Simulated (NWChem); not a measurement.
System: SnH₃O₂F; SMILES [OH][SnH]([OH])[F]

Excerpt of the output:

```
             Northwest Computational Chemistry Package (NWChem) 7.3.0
             --------------------------------------------------------

 C1  symmetry detected

                             Geometry "geometry" -> ""
                             -------------------------

 Output coordinates in angstroms (scale by  1.889725989 to convert to a.u.)

  No.       Tag          Charge          X              Y              Z
 ---- ---------------- ---------- -------------- -------------- --------------
    1 Sn                  50.0000    -0.00084463    -0.03493995    -0.25202775
    2 O                    8.0000    -0.20111771    -1.84799083     0.54477356
    3 O                    8.0000     1.64376993     0.84408878     0.46630636
    4 F                    9.0000    -1.41982502     1.12575751     0.44604261
    5 H                    1.0000    -0.10851944    -0.17957918    -1.95489374
    6 H                    1.0000     0.02937372    -1.81460041     1.49437979
    7 H                    1.0000     1.35858458     1.64057565     0.95887841

 Effective nuclear repulsion energy (a.u.)     423.8504294865

                                 NWChem DFT Module
                                 -----------------

 Summary of "ao basis" -> "ao basis" (spherical)
 ------------------------------------------------------------------------------
       Tag                 Description            Shells   Functions and Types
 ---------------- ------------------------------  ------  ---------------------
 Sn                          sto-3g                 11       27   5s4p2d
 O                           sto-3g                  3        5   2s1p
 F                           sto-3g                  3        5   2s1p
 H                           sto-3g                  1        1   1s

            General Information
            -------------------
          SCF calculation type: DFT
          Wavefunction type:  closed shell.
          No. of atoms     :     7
          No. of electrons :    78
           Alpha electrons :    39
            Beta electrons :    39
          Charge           :     0
          Spin multiplicity:     1
          Use of symmetry is: off; symmetry adaption is: off
          Maximum number of iterations: 150
          AO basis - number of functions:    45
                     number of shells:    23
          Convergence on energy requested:  1.00D-06
          Convergence on density requested:  1.00D-05
          Convergence on gradient requested:  5.00D-04

              XC Information
              --------------
                         PBE0 Method XC Functional
                     Hartree-Fock (Exact) Exchange  0.250
          PerdewBurkeErnzerhof Exchange Functional  0.750
            Perdew 1991 LDA Correlation Functional  1.000 local
           PerdewBurkeErnz. Correlation Functional  1.000 non-local

             Grid Information
             ----------------
          Grid used for XC integration:  medium
          Radial quadrature: Mura-Knowles
          Angular quadrature: Lebedev.
          Tag              B.-S. Rad. Rad. Pts. Rad. Cut. Ang. Pts.
          ---              ---------- --------- --------- ---------
          Sn                  1.45      123           8.0       590
          O                   0.60       49          10.0       434
          F                   0.50       49           9.0       434
          H                   0.35       45          10.0       434
          Grid pruning is: on
          Number of quadrature shells:   405
          Spatial weights used:  Erf1

      Superposition of Atomic Density Guess
      -------------------------------------

 Sum of atomic energies:       -6210.14939066

      Non-variational initial energy
      ------------------------------

 Total energy =   -6209.712837
 1-e energy   =   -9446.562005
 2-e energy   =    2812.998739
 HOMO         =      -0.236948
 LUMO         =       0.208905

     ---------------------------------------------
      Total Density - Mulliken Population Analysis
     ---------------------------------------------

    Atom       Charge   Shell Charges
 -----------   ------   -------------------------------------------------------
    1 Sn  50    48.18   2.00  2.00  6.00  2.00  5.99  2.01  5.98  0.99  1.24 10.00  9.98
    2 O    8     8.86   2.00  1.85  5.01
    3 O    8     8.86   2.00  1.86  5.01
    4 F    9     9.66   2.00  1.96  5.70
    5 H    1     1.12   1.12
    6 H    1     0.66   0.66
    7 H    1     0.66   0.66

   convergence    iter        energy       DeltaE   RMS-Dens  Diis-err
 ---------------- ----- ----------------- --------- --------- ---------
 d= 0,ls=0.0,diis     1  -6213.1338266822 -6.64D+03  5.89D-02  9.30D-01
 d= 0,ls=0.0,diis     2  -6213.1159539642  1.79D-02  3.18D-02  1.19D+00
 d= 0,ls=0.0,diis     3  -6213.3581700332 -2.42D-01  4.63D-03  7.75D-03
 d= 0,ls=0.0,diis     4  -6213.3586292355 -4.59D-04  2.29D-03  6.19D-03
 d= 0,ls=0.0,diis     5  -6213.3599276265 -1.30D-03  2.49D-04  3.67D-05
  Resetting Diis
 d= 0,ls=0.0,diis     6  -6213.3599372218 -9.60D-06  5.22D-05  1.49D-06
 d= 0,ls=0.0,diis     7  -6213.3599374509 -2.29D-07  4.86D-05  6.02D-07
 d= 0,ls=0.0,diis     8  -6213.3599373345  1.16D-07  2.86D-05  1.23D-06
 d= 0,ls=0.0,diis     9  -6213.3599375671 -2.33D-07  1.08D-06  3.94D-10

         Total DFT energy =    -6213.359937567100
      One electron energy =    -9440.274031764100
           Coulomb energy =     2993.342919187503
    Exchange-Corr. energy =     -190.279254476999
 Nuclear repulsion energy =      423.850429486497

 Numeric. integr. density =       77.999996863397

                       DFT Final Molecular Orbital Analysis
                       ------------------------------------

 Vector   37  Occ=2.000000D+00  E=-1.552561D-01
              MO Center= -6.1D-01,  6.8D-01,  4.5D-01, r^2= 2.9D+00
   Bfn.  Coefficient  Atom+Function         Bfn.  Coefficient  Atom+Function
  ----- ------------  ---------------      ----- ------------  ---------------
    41      0.620576  4 F  py                40      0.532531  4 F  px
    35      0.380349  3 O  px                31      0.299432  2 O  py
    37      0.188203  3 O  pz                30     -0.128014  2 O  px
    34      0.101274  3 O  s                 36     -0.080529  3 O  py
    29     -0.077841  2 O  s                 32      0.074950  2 O  pz

 Vector   38  Occ=2.000000D+00  E=-1.428352D-01
              MO Center= -1.3D-01, -1.3D+00,  5.2D-01, r^2= 2.3D+00
   Bfn.  Coefficient  Atom+Function         Bfn.  Coefficient  Atom+Function
  ----- ------------  ---------------      ----- ------------  ---------------
    30      0.838666  2 O  px                35      0.269924  3 O  px
    40      0.266117  4 F  px                31     -0.215165  2 O  py
    32     -0.195532  2 O  pz                41     -0.159044  4 F  py
    37      0.154956  3 O  pz                23      0.096931  1 Sn d -2
    42     -0.089299  4 F  pz                34      0.043834  3 O  s

 Vector   39  Occ=2.000000D+00  E=-1.393493D-01
              MO Center=  1.3D+00,  4.7D-01,  4.1D-01, r^2= 1.9D+00
   Bfn.  Coefficient  Atom+Function         Bfn.  Coefficient  Atom+Function
  ----- ------------  ---------------      ----- ------------  ---------------
    37      0.739196  3 O  pz                36     -0.509045  3 O  py
    31     -0.315485  2 O  py                35     -0.187029  3 O  px
    30     -0.161376  2 O  px                43      0.160930  5 H  s
    25     -0.056625  1 Sn d  0              29      0.053905  2 O  s
    40     -0.051916  4 F  px                24     -0.047765  1 Sn d -1

 Vector   40  Occ=0.000000D+00  E= 1.611613D-01
              MO Center=  1.8D-01, -1.1D-01, -2.5D-03, r^2= 3.1D+00
   Bfn.  Coefficient  Atom+Function         Bfn.  Coefficient  Atom+Function
  ----- ------------  ---------------      ----- ------------  ---------------
    14      0.956011  1 Sn s                 43     -0.511277  5 H  s
    31     -0.449779  2 O  py                35      0.450355  3 O  px
    34     -0.341933  3 O  s                 29     -0.327633  2 O  s
    40     -0.272545  4 F  px                41      0.212889  4 F  py
    10     -0.198404  1 Sn s                 45      0.169232  7 H  s

 Vector   41  Occ=0.000000D+00  E= 2.157969D-01
              MO Center= -1.9D-01,  1.1D-01, -8.3D-02, r^2= 2.7D+00
   Bfn.  Coefficient  Atom+Function         Bfn.  Coefficient  Atom+Function
  ----- ------------  ---------------      ----- ------------  ---------------
    15      0.996023  1 Sn px                41     -0.376864  4 F  py
    34     -0.370660  3 O  s                 11     -0.300355  1 Sn px
    39      0.283290  4 F  s                 40      0.262624  4 F  px
    35      0.254948  3 O  px                45      0.238581  7 H  s
    30     -0.236357  2 O  px                42     -0.213791  4 F  pz

 Vector   42  Occ=0.000000D+00  E= 2.374692D-01
              MO Center=  2.8D-02, -3.7D-02, -6.1D-02, r^2= 2.8D+00
   Bfn.  Coefficient  Atom+Function         Bfn.  Coefficient  Atom+Function
  ----- ------------  ---------------      ----- ------------  ---------------
    16      0.993657  1 Sn py                29      0.486012  2 O  s
    31      0.432251  2 O  py                35      0.302326  3 O  px
    12     -0.292811  1 Sn py                40     -0.279555  4 F  px
    44     -0.276018  6 H  s                 17     -0.192596  1 Sn pz
    34     -0.189687  3 O  s                 37      0.172627  3 O  pz

     ---------------------------------------------
      Total Density - Mulliken Population Analysis
     ---------------------------------------------

    Atom       Charge   Shell Charges
 -----------   ------   -------------------------------------------------------
    1 Sn  50    49.11   2.00  2.00  6.00  2.00  5.99  2.01  5.98  1.12  2.06 10.00  9.95
    2 O    8     8.41   2.00  1.88  4.52
    3 O    8     8.41   2.00  1.89  4.53
    4 F    9     9.26   2.00  1.98  5.28
    5 H    1     1.13   1.13
    6 H    1     0.84   0.84
    7 H    1     0.84   0.84

     -------------------------------------------
      Total Density - Lowdin Population Analysis
     -------------------------------------------

    Atom       Charge   Shell Charges
 -----------   ------   -------------------------------------------------------
    1 Sn  50    49.20   2.00  2.00  6.00  2.00  5.99  1.99  5.90  1.12  2.25 10.00  9.96
    2 O    8     8.32   2.00  1.77  4.56
    3 O    8     8.33   2.00  1.77  4.56
    4 F    9     9.23   2.00  1.94  5.30
    5 H    1     1.13   1.13
    6 H    1     0.89   0.89
    7 H    1     0.89   0.89

     Multipole analysis of the density
     ---------------------------------

     L   x y z        total         alpha         beta         nuclear
     -   - - -        -----         -----         ----         -------
     0   0 0 0     -0.000000    -39.000000    -39.000000     78.000000

     1   1 0 0     -0.016581     -0.008291     -0.008291      0.000000
     1   0 1 0      0.269887      0.134943      0.134943      0.000000
     1   0 0 1      0.122645      0.061322      0.061322     -0.000000

     2   2 0 0    -32.017428    -90.895679    -90.895679    149.773930
     2   1 1 0      0.029899     -3.349575     -3.349575      6.729049
     2   1 0 1      0.423407     -1.797328     -1.797328      4.018063
     2   0 2 0    -30.167681   -105.260302   -105.260302    180.352923
     2   0 1 1     -0.465319      1.076275      1.076275     -2.617868
     2   0 0 2    -26.503571    -41.917562    -41.917562     57.331554
```

Level: PBE0/STO-3G, non-relativistic. Structure relaxed at the PBE-D3(BJ)/def2-SVP (def2 core potentials past Kr) level.

Question: Which NWChem input produces such a log?

Answer: Several could match; the one computed here: the input that was run:
```
start job
memory heap 200 mb stack 900 mb global 1100 mb
geometry units angstroms noautoz
  Sn    -0.011032    -0.020782    -0.275341
  O     -0.630517    -1.714356     0.567393
  O      1.869649     0.364897     0.279405
  F     -0.986846     1.480863     0.525206
  H     -0.306792    -0.116925    -1.959250
  H     -0.315465    -1.753191     1.492178
  H      1.860267     1.205312     0.781365
end
basis spherical
  Sn library sto-3g
  O library sto-3g
  F library sto-3g
  H library sto-3g
end
dft
  xc pbe0
  iterations 150
  mulliken
end
task dft energy
```
